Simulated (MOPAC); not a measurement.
Job for MOPAC: PM3 on H3NSeTe (SMILES N[Te][SeH]), a point of a torsion scan.

```
PM3 1SCF PRECISE CHARGE=0 THREADS=1
H3NSeTe

N     -1.15449579 1     0.12459747 1    -0.09442719 1
Te     0.10973868 1    -0.92460978 1     1.09604712 1
Se     2.04006382 1    -0.47342941 1    -0.48703621 1
H     -1.91291521 1    -0.44269435 1    -0.44490183 1
H     -1.55650064 1     0.92098802 1     0.37883424 1
H      2.97155127 1    -1.21032769 1     0.33015543 1
```

Output:

```
*******************************************************************************
 **                                                                           **
 **                              MOPAC v23.2.5                                **
 **                                                                           **
 *******************************************************************************
 ** MOPAC's Digital Object Identifier: https://doi.org/10.5281/zenodo.6511958 **
 **                                                                           **
 ** Please cite the open-source release paper for use of this MOPAC version:  **
 ** J. E. Moussa and J. J. P. Stewart (2026)                                  **
 ** MOPAC: An open-source semiempirical molecular orbital program             **
 ** J. Open Source Softw., 11(119), 8025, https://doi.org/10.21105/joss.08025 **
 *******************************************************************************

                              PM3 CALCULATION RESULTS

 *******************************************************************************
 *  PM3        - The PM3 Hamiltonian to be used
 *
 *
 *
 *                 CHARGE ON SYSTEM = 0
 *
 *
 *
 *  PRECISE    - TIGHTER CRITERIA TO BE USED
 *  1SCF       - DO 1 SCF AND THEN STOP
 *  THREADS=1  - MULTI-THREADING NOT USED
 *  T=         - A TIME OF 172800.0 SECONDS REQUESTED
 *  DUMP=N     - RESTART FILE WRITTEN EVERY 7200.0 SECONDS REQUESTED
 *******************************************************************************
PM3 1SCF PRECISE CHARGE=0 THREADS=1
 H3NSeTe

   ATOM   CHEMICAL          X               Y               Z
  NUMBER   SYMBOL      (ANGSTROMS)     (ANGSTROMS)     (ANGSTROMS)

     1       N         -1.15449579  *   0.12459747  *  -0.09442719  *
     2      Te          0.10973868  *  -0.92460978  *   1.09604712  *
     3      Se          2.04006382  *  -0.47342941  *  -0.48703621  *
     4       H         -1.91291521  *  -0.44269435  *  -0.44490183  *
     5       H         -1.55650064  *   0.92098802  *   0.37883424  *
     6       H          2.97155127  *  -1.21032769  *   0.33015543  *



          CARTESIAN COORDINATES

    NO.       ATOM           X           Y           Z

     1         N         -1.1545      0.1246     -0.0944
     2        Te          0.1097     -0.9246      1.0960
     3        Se          2.0401     -0.4734     -0.4870
     4         H         -1.9129     -0.4427     -0.4449
     5         H         -1.5565      0.9210      0.3788
     6         H          2.9716     -1.2103      0.3302

  H: (PM3): J. J. P. STEWART, J. COMP. CHEM. 10, 209 (1989).
  N: (PM3): J. J. P. STEWART, J. COMP. CHEM. 10, 209 (1989).
 Se: (PM3): J. J. P. STEWART, J. COMP. CHEM. 12, 320-341 (1991).
 Te: (PM3): J. J. P. STEWART, J. COMP. CHEM. 12, 320-341 (1991).

           Empirical Formula: H3 N Te Se  =     6 atoms



      MOLECULAR POINT GROUP   :   Cs


      RHF CALCULATION, NO. OF DOUBLY OCCUPIED LEVELS = 10


 -------------------------------------------------------------------------------
 PM3 1SCF PRECISE CHARGE=0 THREADS=1
 H3NSeTe



     1SCF WAS SPECIFIED, SO BFGS WAS NOT USED
     SCF FIELD WAS ACHIEVED


                              PM3 CALCULATION
                                                       MOPAC v23.2.5 Linux




          FINAL HEAT OF FORMATION =         32.20889 KCAL/MOL =     134.76201 KJ/MOL


          COSMO AREA              =        119.37 SQUARE ANGSTROMS
          COSMO VOLUME            =        109.46 CUBIC ANGSTROMS

          IONIZATION POTENTIAL    =          8.993324 EV
          HOMO LUMO ENERGIES (EV) =         -8.993 -3.027
          NO. OF FILLED LEVELS    =         10
          MOLECULAR WEIGHT        =        223.5904         POINT GROUP:  Cs

          MOLECULAR DIMENSIONS (Angstroms)

            Atom       Atom       Distance
            H     6    H     5     5.00481
           Se     3   Te     2     1.99296
            H     4    H     5     1.59702


          SCF CALCULATIONS        =          1





   ATOM   CHEMICAL          X               Y               Z
  NUMBER   SYMBOL      (ANGSTROMS)     (ANGSTROMS)     (ANGSTROMS)

     1       N         -1.15449579  *   0.12459747  *  -0.09442719  *
     2      Te          0.10973868  *  -0.92460978  *   1.09604712  *
     3      Se          2.04006382  *  -0.47342941  *  -0.48703621  *
     4       H         -1.91291521  *  -0.44269435  *  -0.44490183  *
     5       H         -1.55650064  *   0.92098802  *   0.37883424  *
     6       H          2.97155127  *  -1.21032769  *   0.33015543  *

                             CARTESIAN COORDINATES

   1    N       -1.154495790     0.124597470    -0.094427190
   2   Te        0.109738680    -0.924609780     1.096047120
   3   Se        2.040063820    -0.473429410    -0.487036210
   4    H       -1.912915210    -0.442694350    -0.444901830
   5    H       -1.556500640     0.920988020     0.378834240
   6    H        2.971551270    -1.210327690     0.330155430


           Empirical Formula: H3 N Te Se  =     6 atoms



      MOLECULAR POINT GROUP   :   Cs


                  EIGENVALUES
 -28.47314 -19.13492 -16.48087 -14.50603 -12.47463 -11.58308 -11.54895 -10.65914
  -9.16985  -8.99332  -3.02733  -1.63904   0.11361   3.24711   4.29918


              NET ATOMIC CHARGES AND DIPOLE CONTRIBUTIONS

  ATOM NO.   TYPE          CHARGE      No. of ELECS.   s-Pop       p-Pop
    1          N          -0.139377        5.1394     1.45400     3.68537
    2         Te           0.243876        5.7561     1.97335     3.78277
    3         Se          -0.153268        6.1533     1.90400     4.24927
    4          H           0.044974        0.9550     0.95503
    5          H           0.044964        0.9550     0.95504
    6          H          -0.041169        1.0412     1.04117
 DIPOLE           X         Y         Z       TOTAL
 POINT-CHG.    -1.937    -0.475     1.626     2.574
 HYBRID        -0.620    -0.767     1.538     1.827
 SUM           -2.557    -1.242     3.164     4.254


          ATOMIC ORBITAL ELECTRON POPULATIONS

     Atom    s        px        py        pz
    1  N   1.45400   1.19848   1.10502   1.38187
    2 Te   1.97335   1.04700   1.63013   1.10564
    3 Se   1.90400   1.18104   1.70930   1.35893
    4  H   0.95503
    5  H   0.95504
    6  H   1.04117

 **********************
 *                    *
 * JOB ENDED NORMALLY *
 *                    *
 **********************




 == MOPAC DONE ==
```

The run finished.

Cost: around 0.020 core-seconds (rough).
